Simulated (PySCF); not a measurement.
Fill in the blanks.

C5H6BrF.
Bonds: C1–C2 (double), C2–Br3, C2–C4, C4–C5 (double), C4–C6, C6–F7. Hydrogens: H8, H9 on C1; H10, H11 on C5; H12, H13 on C6.

Conformer (atom-mapped SMILES and torsion angles): `[CH2:1]=[C:2]([Br:3])[C:4](=[CH2:5])[CH2:6][F:7]`: C1–C2–C4–C5 174°, C2–C4–C6–F7 62°.

```csv
property,level,value
point group,PBE0-D3(BJ)/def2-SVP,?
"rotational constants A, B, C",PBE0-D3(BJ)/def2-SVP,?
dipole moment,wB97X-D/def2-SVPD,?
HOMO energy,wB97X-D/def2-SVPD,?
LUMO energy,wB97X-D/def2-SVPD,0.20 eV
lowest singlet excitation,TDDFT wB97X-D/def2-SVPD,?
static isotropic polarisability,wB97X-D/def2-SVPD,?
electronic spatial extent ⟨r²⟩ about the centre of nuclear charge,wB97X-D/def2-SVPD,?
```

Gas-phase values; electronic properties from PySCF, density fitting. One conformer (not necessarily the lowest) at the PBE0-D3(BJ)/def2-SVP geometry, without solvent, vibrations or thermal averaging. Relativistic effects, spin–orbit coupling among them, are left out although an element past zinc is present.

(1) The lowest singlet excitation?

(2) What is the point group?

(3) The HOMO energy?

(4) Give the dipole moment.

(5) Give the electronic spatial extent ⟨r²⟩ about the centre of nuclear charge.

(6) Give the static isotropic polarisability.

(7) The rotational constants A, B, C?

Answers

(1) 5.47 eV (227 nm, f = 0.249).

(2) C1.

(3) -9.00 eV.

(4) 1.62 D.

(5) 1324 bohr².

(6) 84.9 au.

(7) 3.838, 0.933, 0.774 GHz.

The rotational constants make it an asymmetric top with κ = (2B − A − C)/(A − C) = -0.90, nearer the prolate limit (−1). The principal polarisabilities are 58.1, 91.5 and 105.0 au; their mean is the isotropic value. With B = h/(8π²I), that is 505.379 GHz u Å² over I, the principal moments of inertia are 131.7, 541.5 and 652.7 u Å² (most abundant isotopes); the inertial defect Ic − Ia − Ib is -20.5 u Å² (zero for a rigid planar frame, negative otherwise). A dipole of 1.62 D is allowed in C1, and pure rotational transitions are dipole-allowed.

For the geometry optimisation (PBE0-D3(BJ)/def2-SVP), the run took about 80 s of CPU time (one thread, shared machine).
